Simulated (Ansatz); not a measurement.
Species: C5H11N (charge 0, singlet). 
Coordinates optimised at B3LYP-D3(BJ)/def2-TZVP (Ansatz, a quantum-chemistry and plane-wave program):
```xyz
17

C     -1.6562     0.2564     0.2383
C     -1.2088    -1.1684    -0.1983
C      0.2973    -1.0564    -0.4958
C      0.7641     0.1354     0.3413
C     -0.3883     1.1266     0.1732
N      2.0390     0.6776    -0.1213
H     -2.0545     0.2328     1.2540
H     -2.4473     0.6522    -0.3987
H     -1.3896    -1.8842     0.6053
H     -1.7632    -1.5258    -1.0661
H      0.4714    -0.8141    -1.5475
H      0.8442    -1.9749    -0.2733
H      0.7962    -0.1784     1.3981
H     -0.3798     1.9223     0.9209
H     -0.2852     1.5948    -0.8093
H      2.3091     1.4809     0.4351
H      2.7774    -0.0101    -0.0217
```

Basis-set convergence of Hartree-Fock and CCSD correlation energies (hartree) with Ansatz. Correlated levels leave the core frozen unless marked. Spin-orbit coupling is left out. No relativistic terms.

| basis | functions | E(HF) | E(corr, CCSD) |
|---|---|---|---|
| aug-cc-pVDZ | 237 | -250.22188 | -0.98499 |
| aug-cc-pVTZ | 529 | (withheld) | (withheld) |

Task: Complete the blanks.

Result: 
- aug-cc-pVTZ, E(HF): -250.27905
- aug-cc-pVTZ, E(corr, CCSD): -1.14726
